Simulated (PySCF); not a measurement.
Numbering as in the mapped SMILES `[CH3:1][C:2]#[C:3][C:4](=[O:5])[O:6][CH3:7]`. Hydrogens are named by the atom that carries them.

[PySCF: σ from GIAO-PBE0/pcSseg-1; coordinates at the GFN2-xTB level; single conformer; relativity neglected; no solvent model; rapidly exchanging positions averaged]

Chemical shifts δ = σref − σ; 13C, 1H against TMS; H2O for 17O, all at this level.

```
atoms  nucleus  count  δ (ppm)
   O6      17O      1    199.3
H(C1)       1H      3     2.14
   C2      13C      1     92.0
   C7      13C      1        ?
   C4      13C      1    160.6
   O5      17O      1        ?
   C3      13C      1     79.1
   C1      13C      1      4.6
H(C7)       1H      3        ?
```

Task: Estimate the values marked ?.

Result: 
- C7: 53.5 ppm, methyl carbon bonded to O; the inductive effect lowers its shielding
- H(C7): 3.85 ppm, hydrogen on a methyl carbon bonded to O; its carbon carries O, which withdraws density
- O5: 454.9 ppm, ester carbonyl oxygen

Shifts are as computed. Against solution values, carbons near 30 ppm lie about +3 ppm off and those near 130 ppm about +5 ppm. Of 1211 compounds with measured shifts, 218 miss one by over three times the rms of a fit or turn the order of signals round; such compounds aren't used in these exercises. Unscaled 17O shifts of doubly bonded oxygen tend to come out too high, by tens of ppm or more. Experimental scales use liquid or dissolved standards, which lie at an offset from isolated H2O (liquid H2O: subtract about 36 ppm).
